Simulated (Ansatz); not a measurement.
`O[Si](O)(Cl)[SiH](Cl)Cl` + `O[SiH](F)F` → `O[Si](O)(F)Cl` + `O[SiH](F)[SiH](Cl)Cl`  (redistribution)

Calculated with Ansatz (gas phase, PBE0-D4/def2-TZVP geometries, no zero-point term in ΔE). CCSD(T)/CBS adds triple-zeta CCSD(T) − MP2 to the extrapolated MP2 energy (def2 sets, frozen cores). This one scheme is used for every species. Functionals use def2-TZVPP. B3LYP here is the variant with VWN-RPA as its local correlation; programs differ in this. One conformer a species, not always the lowest.

```csv
level,ΔE (kJ/mol)
PBE-D4,15.8
r2SCAN-D4,14.5
PBE0-D4,15.8
B3LYP,13.5
SCS-MP2/def2-TZVPP,18.5
CCSD/def2-TZVPP,16.0
HF/def2-QZVPP,13.4
HF/CBS(def2),13.4
```

**Question.** What does CCSD(T)/CBS give? (An estimate is asked.)

**Answer.** Computed: +17.1 kJ/mol. The listed levels differ from it by -1.3, -2.6, -1.3, -3.6, 1.4, -1.1, -3.7, -3.7 kJ/mol.

Largest T1 diagnostic among the species: 0.011.

In def2-TZVPP, CCSD(T) changes the Hartree–Fock value by +3.4 kJ/mol (the triples alone add +0.8 kJ/mol) and MP2 by +6.5 kJ/mol. The D4 term adds +4.3 kJ/mol with B3LYP and +2.8 kJ/mol with PBE0; it sums over pairs of atoms, weighted by their polarisabilities, and B3LYP, whose exchange is more repulsive, gets the larger term.
